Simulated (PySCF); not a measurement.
All values below come from B3LYP-D3(BJ)/def2-TZVP // PBE0-D4/def2-TZVP in PySCF. All species are isolated molecules in the gas phase. B3LYP has the VWN-RPA correlation part, as in Gaussian. Delta-SCF ions had no search for a lower state. 

Reference species (SMILES): `BO` (neutral, multiplicity 1).

```json
{
  "HOMO": "-8.68 eV",
  "vertical ionisation energy (Delta-SCF)": "11.80 eV"
}
```

Changed species: `B` (0 of 3 H replaced by OH; the reference has 1 of 3 H replaced by OH).

Q: Give the shifts of the HOMO and vertical ionisation energy (Delta-SCF).

A: the HOMO decreases by 1.05 eV, to -9.73 eV; the vertical ionisation energy (Delta-SCF) goes up by 1.32 eV, to 13.12 eV.
